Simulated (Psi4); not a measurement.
iminoborane (H2BN), singlet, geometry from GFN2-xTB; WB97X-V/6-311G** in Psi4 1.11.

The Psi4 input:
```
memory 2 GB

molecule {
0 1
  B     0.69743449    0.01758553    0.01585591
  N    -0.54198802   -0.01075454   -0.01043728
  H     1.83680038    0.04037551    0.03791482
  H    -1.53005672   -0.05302143   -0.04413341
}

set basis 6-311g**
set scf_type pk
set puream true
set d_convergence 1e-8
set dft_radial_points 99
set dft_spherical_points 590

energy('wb97x-v')
print_variables()
```

Task: Predict the main parts of the log of this Psi4 run.

Result: 
```
   => Loading Basis Set <=

    Name: 6-311G**
    Role: ORBITAL
    Keyword: BASIS

         ---------------------------------------------------------
                                   SCF
               by Justin Turney, Rob Parrish, Andy Simmonett
                          and Daniel G. A. Smith
                              RKS Reference
         ---------------------------------------------------------

  ==> Geometry <==

    Molecular point group: c1
    Full point group: C1

    Geometry (in Angstrom), charge = 0, multiplicity = 1:

       Center              X                  Y                   Z               Mass
    ------------   -----------------  -----------------  -----------------  -----------------
         B            0.682712186419     0.016465841436     0.015036712282    11.009305360000
         N           -0.556710323581    -0.011874228564    -0.011256477718    14.003074004430
         H            1.822078076419     0.039255821436     0.037095622282     1.007825032230
         H           -1.544779023581    -0.054141118564    -0.044952607718     1.007825032230

  Running in c1 symmetry.

  Rotational constants: A =  34857.75138  B =      1.10622  C =      1.10618 [cm^-1]
  Rotational constants: A = 1045009096.71232  B =  33163.64325  C =  33162.59083 [MHz]
  Nuclear repulsion =   23.901254242045233

  Charge       = 0
  Multiplicity = 1
  Electrons    = 14
  Nalpha       = 7
  Nbeta        = 7

  ==> Algorithm <==

  SCF Algorithm Type is PK.
  DIIS enabled.
  MOM disabled.
  Fractional occupation disabled.
  Guess Type is SAD.
  Energy threshold   = 1.00e-06
  Density threshold  = 1.00e-08
  Integral threshold = 1.00e-12

  ==> Primary Basis <==

  Basis Set: 6-311G**
    Blend: 6-311G**
    Number of shells: 24
    Number of basis functions: 48
    Number of Cartesian functions: 50
    Spherical Harmonics?: true
    Max angular momentum: 2

  ==> DFT Potential <==

   => LibXC <=

    Version 7.1.2
    S. Lehtola, C. Steigemann, M. J. T. Oliveira, and M. A. L. Marques,  SoftwareX 7, 1–5 (2018) (10.1016/j.softx.2017.11.002)

   => Composite Functional: WB97X-V <=

    wB97X-V Hyb-GGA Exchange-Correlation Functional

    N. Mardirossian and M. Head-Gordon,  Phys. Chem. Chem. Phys. 16, 9904–9924 (2014) (10.1039/C3CP54374A)

    Deriv               =              1
    GGA                 =           TRUE
    Meta                =          FALSE

    Exchange Hybrid     =           TRUE
    MP2 Hybrid          =          FALSE

[...]
   @RKS iter   4:   -80.79429801427609   -2.15021e-03   2.32037e-04 DIIS/ADIIS
   @RKS iter   5:   -80.79435742980858   -5.94155e-05   5.31094e-05 DIIS
   @RKS iter   6:   -80.79436074461763   -3.31481e-06   5.44102e-06 DIIS
   @RKS iter   7:   -80.79436079795283   -5.33352e-08   1.12564e-06 DIIS
   @RKS iter   8:   -80.79436080001238   -2.05955e-09   9.11535e-08 DIIS
   @RKS iter   9:   -80.79436080002890   -1.65130e-11   7.71652e-09 DIIS
  Energy and wave function converged.

  ==> Post-Iterations <==

   Electrons on quadrature grid:
      Ntotal   =   13.9999999786 ; deviation = -2.135e-08

    Orbital Energies [Eh]
    ---------------------

    Doubly Occupied:

[...]
       7A     -0.400421

    Virtual:

[...]
    Final Occupation by Irrep:
              A
    DOCC [     7 ]
    NA   [     7 ]
    NB   [     7 ]

  @RKS Final Energy:   -80.79436080002890

   => Energetics <=

    Nuclear Repulsion Energy =             23.9012542420452334
    One-Electron Energy =                -155.6608986368543128
    Two-Electron Energy =                  58.9635484255448432
    DFT Exchange-Correlation Energy =      -8.0563690008528486
    Empirical Dispersion Energy =           0.0000000000000000
    VV10 Nonlocal Energy =                  0.0581041700881786
    Total Energy =                        -80.7943608000288975

Computation Completed

Properties will be evaluated at   0.000000,   0.000000,   0.000000 [a0]

Properties computed using the SCF density matrix

 Multipole Moments:

 ------------------------------------------------------------------------------------
     Multipole            Electronic (a.u.)      Nuclear  (a.u.)        Total (a.u.)
 ------------------------------------------------------------------------------------

 L = 1.  Multiply by 2.5417464519 to convert [e a0] to [Debye]
 Dipole X            :          0.3555116           -0.3894958           -0.0339842
 Dipole Y            :          0.0165128           -0.0296228           -0.0131099
 Dipole Z            :          0.0129688           -0.0216728           -0.0087041
 Magnitude           :                                                    0.0374507

 ------------------------------------------------------------------------------------

  Variable Map:
  ----------------------------------------------------------------------------
[...]
  Array Variable Map:
  ----------------------------------------------------------------------------
[...]
[...]
```
